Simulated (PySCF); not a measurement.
CH5Bi, SMILES [BiH2][CH3]. Coordinates come from a r2SCAN-D4/def2-TZVP optimisation. The def2 effective core potentials stand for the cores of Bi; spin–orbit coupling is left out.

Q: Give the equilibrium geometry at r2SCAN-D4/def2-TZVP (PySCF confirms it by a frequency run) as Cartesian coordinates in Å, and its point group. (The exact figures need the calculation; the answer reports its results.)

A: point group Cs.
```xyz
7

Bi     0.2263     0.0310     0.0000
H      0.3254    -1.2350     1.2687
H      0.3254    -1.2350    -1.2687
C     -2.0424    -0.0125     0.0000
H     -2.3948     0.5060    -0.8907
H     -2.3925    -1.0415     0.0000
H     -2.3948     0.5060     0.8907
```
Charge 0, spin multiplicity 1.
